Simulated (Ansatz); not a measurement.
Consider the substitution at a C–Si bond: `N[SiH2]C1O[SiH2]1` + H₂Te → `[TeH]C1O[SiH2]1` + `N[SiH3]`.

Computed with Ansatz on PBE0-D4/def2-TZVP structures; ΔE is electronic, products minus reactants. CCSD(T)/CBS is the MP2 limit (def2-TZVPP, def2-QZVPP) plus CCSD(T) − MP2 in def2-TZVPP, frozen cores. This one scheme is used for every species. DFT in def2-TZVPP. def2 core potentials past Kr. For Te outer-core shells are correlated without core-valence functions, which leaves a few kJ/mol of doubt a bond. One conformer a species, not always the lowest.

`N[SiH2]C1O[SiH2]1`:

```xyz
12

N    -1.898   -1.452   -0.022
Si   -0.401   -0.882    0.593
C     0.656    0.143   -0.556
O     0.043    1.470   -0.904
Si    1.444    1.691   -0.044
H    -2.624   -0.789   -0.245
H    -1.914   -2.227   -0.665
H     0.406   -2.071    0.979
H    -0.697   -0.019    1.767
H     1.071   -0.342   -1.442
H     1.320    2.227    1.328
H     2.593    2.252   -0.788
```

H₂Te:

Z-matrix (Å, degrees):
```
Te
H 1 1.656
H 1 1.656 2 90.4
```

`[TeH]C1O[SiH2]1`:

Cartesian coordinates in Å:
```
Te 1.502 -1.434 -1.114
C 0.163 0.191 -0.820
O -1.258 -0.130 -0.663
Si -0.677 0.581 0.726
H 1.622 -1.799 0.500
H 0.338 0.943 -1.587
H -1.186 1.931 1.047
H -0.504 -0.283 1.912
```

`N[SiH3]`:

Cartesian coordinates in Å:
```
N 0.390 -0.464 0.878
Si -0.164 0.366 -0.524
H 0.901 -1.326 0.777
H -0.188 -0.488 1.703
H 0.978 0.479 -1.468
H -1.290 -0.280 -1.264
H -0.627 1.713 -0.103
```

| species | ωB97X-V energy (Eh) |
| --- | --- |
| `N[SiH2]C1O[SiH2]1` | -751.23284 |
| H₂Te | -269.19445 |
| `[TeH]C1O[SiH2]1` | -673.17401 |
| `N[SiH3]` | -347.23732 |

Task: Work out ΔE.

Result: ΔE = (-673.17401) + (-347.23732) − (-751.23284) − (-269.19445) = 0.01596 Eh = +10.0 kcal/mol. CCSD(T)/CBS gives +8.6 kcal/mol.

Largest T1 diagnostic among the species: 0.014.

From PBE to PBE0 (25 % exact exchange), in def2-TZVPP and without D4, ΔE moves by +1.0 kcal/mol. In def2-TZVPP, CCSD(T) changes the Hartree–Fock value by −1.3 kcal/mol (the triples alone add −0.5 kcal/mol) and MP2 by −2.6 kcal/mol.
